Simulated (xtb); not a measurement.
C₂H₆Se, charge +1, doublet, at a GFN2-xTB geometry of the parent state (a state made from the parent by changing its charge; the spin is typed, not shown lowest); GFN0-xTB (xtb 6.7.1).

Here is a job for xtb.
```
$ xtb mol.xyz --gfn 0 --chrg 1 --uhf 1 --json

# file mol.xyz
9

C      1.42745564    -0.35252996     0.80410118
Se     0.01857231     0.17766848    -0.43947715
C     -1.49174355    -0.26246801     0.71714532
H      1.32047632    -1.40944573     1.03668694
H      2.38153568    -0.17314924     0.31701118
H      1.35160354     0.24752203     1.70786870
H     -1.46408325    -1.32353763     0.95374167
H     -2.40230747    -0.02556005     0.17451211
H     -1.43295603     0.33343014     1.62492343
```

It wrote (shortened):

```
   ID    Z sym.   atoms
    1    6 C      1, 3
    2   34 Se     2
    3    1 H      4-9

           -------------------------------------------------
          |                Calculation Setup                |
           -------------------------------------------------

           -------------------------------------------------
          |                 G F N 0 - x T B                 |
           -------------------------------------------------

          ...................................................
          :                      SETUP                      :
          :.................................................:
          :  # basis functions                  30          :
          :  # atomic orbitals                  29          :
          :  # shells                           19          :
          :  # electrons                        19          :
          :  electronic temp.          300.0000000     K    :
          :  accuracy                    1.0000000          :
          :  -> integral cutoff          0.2500000E+02      :
          :  -> integral neglect         0.1000000E-07      :
          ...................................................

         :::::::::::::::::::::::::::::::::::::::::::::::::::::
         ::                     SUMMARY                     ::
         :::::::::::::::::::::::::::::::::::::::::::::::::::::
         :: total energy              -9.080820008696 Eh    ::
         :: gradient norm              0.024930929141 Eh/a0 ::
         :: HOMO-LUMO gap              4.315530409268 eV    ::
         ::.................................................::
         :: H0 energy                -10.575103927445 Eh    ::
         :: repulsion energy           0.128069921313 Eh    ::
         :: electrostat energy         1.367600296957 Eh    ::
         :: -> Gsolv                   0.000000000000 Eh    ::
         ::    -> Gsasa                0.000000000000 Eh    ::
         ::    -> Gshift               0.000000000000 Eh    ::
         :: dispersion energy         -0.001386299521 Eh    ::
         :: short-range corr.          0.000000000000 Eh    ::
         :: add. restraining           0.000000000000 Eh    ::
         :: total charge               1.000000000000 e     ::
         :::::::::::::::::::::::::::::::::::::::::::::::::::::

           -------------------------------------------------
          |                Property Printout                |
[...]
        29                          0.4938005              13.4370
      -------------------------------------------------------------
                  HL-Gap            0.1585928 Eh            4.3155 eV
             Fermi-level            0.0000000 Eh            0.0000 eV

     #   Z          covCN         q      C6AA      α(0)
     1   6 C        3.742    -0.315    30.350     7.953
     2  34 Se       1.936     0.117   223.997    26.149
     3   6 C        3.742    -0.315    30.350     7.953
     4   1 H        0.925     0.242     0.910     1.492
     5   1 H        0.925     0.273     0.793     1.392
     6   1 H        0.925     0.242     0.910     1.492
     7   1 H        0.925     0.242     0.910     1.492
     8   1 H        0.925     0.273     0.793     1.392
     9   1 H        0.925     0.242     0.910     1.492

 Mol. C6AA /au·bohr⁶  :        990.787951
 Mol. C8AA /au·bohr⁸  :      41737.001902
 Mol. α(0) /au        :         50.806664

Wiberg/Mayer (AO) data.
largest (>0.10) Wiberg bond orders for each atom

 ---------------------------------------------------------------------------
     #   Z sym  total        # sym  WBO       # sym  WBO       # sym  WBO
 ---------------------------------------------------------------------------
     1   6 C    3.963 --     2 Se   1.027     5 H    0.979     4 H    0.967
                             6 H    0.967
     2  34 Se   2.118 --     3 C    1.027     1 C    1.027
     3   6 C    3.963 --     2 Se   1.027     8 H    0.979     7 H    0.967
                             9 H    0.967
     4   1 H    0.980 --     1 C    0.967
     5   1 H    0.981 --     1 C    0.979
     6   1 H    0.980 --     1 C    0.967
     7   1 H    0.980 --     3 C    0.967
     8   1 H    0.981 --     3 C    0.979
     9   1 H    0.980 --     3 C    0.967
 ---------------------------------------------------------------------------

Topologies differ in total number of bonds
Writing topology from bond orders to xtbtopo.mol

 dipole moment from electron density (au)
     X       Y       Z
  -0.0098  -0.0941   0.2328  total (Debye):    0.639

           -------------------------------------------------
          | TOTAL ENERGY               -9.080820008696 Eh   |
          | GRADIENT NORM               0.024930929141 Eh/α |
          | HOMO-LUMO GAP               4.315530409268 eV   |
           -------------------------------------------------

normal termination of xtb
```
